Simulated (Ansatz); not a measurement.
CH₅BrO₂Si (`CO[SiH](O)Br`). The species carries charge 0 and has multiplicity 1. All single points use the PBE0-D4/def2-TZVP geometry. It is one conformer, not always the lowest.

```xyz
10

C    -1.268    0.758   -0.735
O    -0.694   -0.126    0.203
Si    0.875   -0.231    0.603
O     1.099   -1.508    1.576
Br    2.056   -0.436   -1.277
H    -1.145    1.801   -0.423
H    -0.820    0.628   -1.724
H    -2.334    0.536   -0.795
H     1.375    0.955    1.318
H     0.856   -2.377    1.254
```

(1) What is the dipole moment at r2SCAN/def2-TZVPP? (Best estimate.)

(2) And with PBE, B3LYP, ωB97M-V? (Estimate.)

(3) Give the Mulliken charges with r2SCAN, PBE, B3LYP in def2-TZVPP. (An estimate is asked.)

## Answers

(1) The calculation gave: 1.58 D, with components (-1.52, 0.03, -0.41) D in this frame, pointing from negative to positive charge.

(2) The calculation gave: PBE 1.52 D, B3LYP 1.56 D, ωB97M-V 1.58 D.

(3) Computed: 
```
atom  r2SCAN    PBE  B3LYP
  C1    0.00  -0.14  -0.12
  O2   -0.36  -0.28  -0.35
 Si3    0.68   0.55   0.67
  O4   -0.40  -0.34  -0.38
 Br5   -0.26  -0.23  -0.26
  H6    0.06   0.10   0.10
  H7    0.07   0.10   0.10
  H8    0.07   0.11   0.12
  H9   -0.08  -0.07  -0.07
 H10    0.21   0.20   0.19
```

B3LYP here is the variant with VWN-RPA as its local correlation; programs differ in this.
